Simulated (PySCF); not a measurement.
Isomers of C5H11Al. Method used: TDDFT CAM-B3LYP/def2-SVPD, vertical, gas phase, core orbitals frozen in the response (PySCF 2.14.0, density-fitted response routines). Geometries: PBE0-D3(BJ)/def2-SVP; one conformer of each isolated species. Triplets are in the Tamm–Dancoff approximation.

A. `[AlH2][CH]1CCCC1`
B. `C1C[CH]1[AlH][CH2]C`
C. `C[C@H]1C[CH2][AlH][CH2]1`
D. `C=[CH][AlH][CH](C)C`

Lowest singlet levels (six at most, fewer where fewer were computed) with oscillator strengths:

1. 4.57 eV (f 0.001); 5.46 eV (f 0.000); 6.62 eV (f 0.012); 7.41 eV (f 0.004); 7.43 eV (f 0.033); 7.45 eV (f 0.017); T1 4.27 eV
2. 4.64 eV (f 0.000); 5.28 eV (f 0.001); 6.12 eV (f 0.237); 6.47 eV (f 0.018); 6.68 eV (f 0.004); 7.26 eV (f 0.003); T1 3.98 eV
3. 4.76 eV (f 0.000); 5.39 eV (f 0.001); 6.37 eV (f 0.027); 7.01 eV (f 0.105); 7.23 eV (f 0.006); 7.25 eV (f 0.005); T1 4.48 eV
4. 5.12 eV (f 0.000); 5.58 eV (f 0.003); 6.58 eV (f 0.062); 6.77 eV (f 0.097); 7.22 eV (f 0.015); 7.24 eV (f 0.001); T1 4.86 eV

Question: Which spectrum belongs to which structure?

Answer: 1 = A, 2 = D, 3 = C, 4 = B.
- A: S1 at 4.57 eV, HOMO→LUMO (97%); Löwdin shares by element: HOMO carbon 53% or more, aluminium 19% (atoms not listed hold the other 28%); LUMO aluminium 58%, hydrogen 20% or more, carbon 8% or more; HOMO -8.43 and LUMO -0.41 eV.
- B: S1 at 5.12 eV, HOMO→LUMO (96%); Löwdin shares by element: HOMO carbon 51% or more, aluminium 16% (atoms not listed hold the other 33%); LUMO aluminium 54%, carbon 17% or more, hydrogen 10% or more (atoms not listed hold the other 18%); HOMO -8.54 and LUMO 0.06 eV.
- C: S1 at 4.76 eV, HOMO→LUMO (97%); Löwdin shares by element: HOMO carbon 57% or more, aluminium 19% (atoms not listed hold the other 24%); LUMO aluminium 59%, carbon 18% or more, hydrogen 12% or more; HOMO -8.36 and LUMO -0.06 eV.
- D: S1 at 4.64 eV, HOMO→LUMO (94%); Löwdin shares by element: HOMO carbon 53% or more, aluminium 18% (atoms not listed hold the other 30%); LUMO aluminium 41%, carbon 39% or more (atoms not listed hold the other 20%); HOMO -8.41 and LUMO -0.39 eV.
A and D have S1 within 0.08 eV of each other; their strongest listed levels stand at 7.43 eV (f 0.033) and 6.12 eV (f 0.237).
C and D have S1 within 0.13 eV of each other; their strongest listed levels stand at 7.01 eV (f 0.105) and 6.12 eV (f 0.237).
